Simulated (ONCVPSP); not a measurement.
# Pseudopotential generation for V (Z = 23): ONCV, PBE, non-relativistic.

V (Z = 23), optimised norm-conserving Vanderbilt (ONCV), made with ONCVPSP 4.0.1 (PBE, non-relativistic). Core [Ar], reference 3d3 4s2. Waves: 4s: rc 2.70 bohr, ncon 4, nbas 8, qcut 2.5 1/bohr, 2 projectors, debl 2.4 Ha; p scattering state at 0.35 Ha: rc 2.15 bohr, ncon 5, nbas 8, qcut 3.5 1/bohr, 2 projectors, debl 1.5 Ha; 3d: rc 2.25 bohr, ncon 4, nbas 9, qcut 6.6 1/bohr, 2 projectors, debl 0.7 Ha. Local part: polynomial inside 2.15 bohr (lpopt 4, dvloc0 0 Ha). Core correction: none.

What the tests gave:

```json
{
  "Cutoffs needed": "18 Ha and 20 Ha (the cutoffs (Ha) at which the residual kinetic energy of the hardest occupied pseudo-wave falls to 1 and 0.1 mHa per electron) The cutoffs count occupied waves only; projector 2 of the p channel, the hardest unoccupied one, needs 48 Ha at the loose tolerance.",
  "Ghost test": "ghosts flagged at negative energy: p at -31.7 eV; GHOST(+) flagged for s at 77.6 eV; a true bound ghost makes a file unfit for plane-wave use",
  "Largest excitation error": "+465 meV (all-electron minus pseudo) for 3d2 4s0, out of 4 test configurations"
}
```

Generation and tests took about 2.8 s on one core of a shared server CPU.
